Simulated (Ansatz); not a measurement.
C₂H₉GaSi (`CC[SiH2][GaH2]`). The species carries charge 0 and has multiplicity 1. Geometry: relaxed with PBE0-D4/def2-TZVP. It is one conformer, not always the lowest.

```xyz
13

C    -0.936   -1.213   -0.859
C     0.536   -0.821   -0.785
Si    0.964    0.146    0.777
Ga   -0.285    2.199    1.012
H    -1.157   -1.782   -1.766
H    -1.227   -1.832   -0.005
H    -1.584   -0.332   -0.860
H     0.812   -0.212   -1.652
H     1.172   -1.712   -0.822
H     0.698   -0.713    1.971
H     2.424    0.464    0.801
H    -0.125    3.111    2.286
H    -1.290    2.696   -0.098
```

What is the dipole moment at PBE/def2-TZVPP? (Estimate.)

Computed: 1.08 D, with components (-0.05, -0.72, -0.80) D in this frame, pointing from negative to positive charge.

And with r2SCAN, B3LYP, ωB97M-V? (Estimate.)

Computed: r2SCAN 1.09 D, B3LYP 1.05 D, ωB97M-V 1.01 D.

Give the Mulliken charges with PBE, B3LYP, ωB97M-V in def2-TZVPP. (Estimate.)

Ansatz gave: 
```json
{"atom": "C1", "PBE": "-0.26", "B3LYP": "-0.26", "ωB97M-V": "-0.32"}
{"atom": "C2", "PBE": "-0.19", "B3LYP": "-0.21", "ωB97M-V": "-0.29"}
{"atom": "Si3", "PBE": "0.08", "B3LYP": "0.16", "ωB97M-V": "0.08"}
{"atom": "Ga4", "PBE": "0.12", "B3LYP": "0.14", "ωB97M-V": "0.09"}
{"atom": "H5", "PBE": "0.09", "B3LYP": "0.09", "ωB97M-V": "0.11"}
{"atom": "H6", "PBE": "0.09", "B3LYP": "0.09", "ωB97M-V": "0.11"}
{"atom": "H7", "PBE": "0.09", "B3LYP": "0.09", "ωB97M-V": "0.11"}
{"atom": "H8", "PBE": "0.08", "B3LYP": "0.08", "ωB97M-V": "0.11"}
{"atom": "H9", "PBE": "0.09", "B3LYP": "0.08", "ωB97M-V": "0.11"}
{"atom": "H10", "PBE": "-0.05", "B3LYP": "-0.07", "ωB97M-V": "-0.02"}
{"atom": "H11", "PBE": "-0.05", "B3LYP": "-0.07", "ωB97M-V": "-0.02"}
{"atom": "H12", "PBE": "-0.04", "B3LYP": "-0.05", "ωB97M-V": "-0.03"}
{"atom": "H13", "PBE": "-0.04", "B3LYP": "-0.06", "ωB97M-V": "-0.03"}
```

B3LYP here is the variant with VWN-RPA as its local correlation; programs differ in this.
